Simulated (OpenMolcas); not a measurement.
Ne2+, Ar2+, Kr2+, Xe2+: ns² np⁴ down the group

```
Program             : OpenMolcas
Method              : CASSCF
Basis               : ANO-RCC-VQZP
Scalar Hamiltonian  : DKH2, point nucleus
Spin-orbit coupling : state interaction with AMFI integrals over the reference wave functions, term energies averaged over their components
```

Active space for each ion: 6 electrons in 8 orbitals (s p s p).

Computed levels in cm-1 above ³P₂:

```
                               Level   Ne2+   Ar2+   Kr2+   Xe2+
                                 ³P₁    585   1024   4057   8584
                                 ³P₀    861   1453   4802   7409
                                 ¹D₂  27963  16812  16903  18680
                                 ¹S₀  51542  31034  31014  33572
weight of ³P in the lowest level (%)    100    100     98     92
```

Measured, with the error of the calculation in %. Measured levels: Ne2+ from Moore, Atomic Energy Levels, vol. I, NSRDS-NBS 35 (1971 reprint of NBS Circular 467, 1949); Ar2+ from Saloman, J. Phys. Chem. Ref. Data 39, 033101 (2010); Kr2+ from Saloman, J. Phys. Chem. Ref. Data 36, 215 (2007); Xe2+ from Saloman, J. Phys. Chem. Ref. Data 33, 765 (2004).

```json
{"Level": "³P₁", "Ne2+": "650 (-10.0)", "Ar2+": "1112 (-7.9)", "Kr2+": "4548 (-10.8)", "Xe2+": "9794 (-12.4)"}
{"Level": "³P₀", "Ne2+": "927 (-7.2)", "Ar2+": "1570 (-7.5)", "Kr2+": "5313 (-9.6)", "Xe2+": "8130 (-8.9)"}
{"Level": "¹D₂", "Ne2+": "25841 (+8.2)", "Ar2+": "14010 (+20.0)", "Kr2+": "14644 (+15.4)", "Xe2+": "17099 (+9.2)"}
{"Level": "¹S₀", "Ne2+": "55747 (-7.5)", "Ar2+": "33266 (-6.7)", "Kr2+": "33080 (-6.2)", "Xe2+": "36103 (-7.0)"}
```

The fine-structure level ³P₀ changes by a factor of 8.61 from Ne2+ to Xe2+.

Without spin-orbit coupling ¹D lies 27661, 16254, 14249, 12132 cm-1 above ³P in that order; the difference to the level ¹D₂, of either sign, comes from spin-orbit coupling, which also lowers the zero.

Active for correlation alone: 3p 3s; no level in the range computed is led by a configuration that fills them, so any true level of that kind is missing (holds for Ne2+). Active for correlation alone: 4p 4s; no level in the range computed is led by a configuration that fills them, so any true level of that kind is missing (holds for Ar2+). Active for correlation alone: 5p 5s; no level in the range computed is led by a configuration that fills them, so any true level of that kind is missing (holds for Kr2+). Active for correlation alone: 6p 6s; no level in the range computed is led by a configuration that fills them, so any true level of that kind is missing (holds for Xe2+). Measured partners are found by configuration, term and J. A level has none where our copy of the source lacks it or the pairing is in doubt (some pairs that miss far off the trend of their configuration count as doubtful), and it then counts in no deviation. Levels of configurations outside the active space are missing.
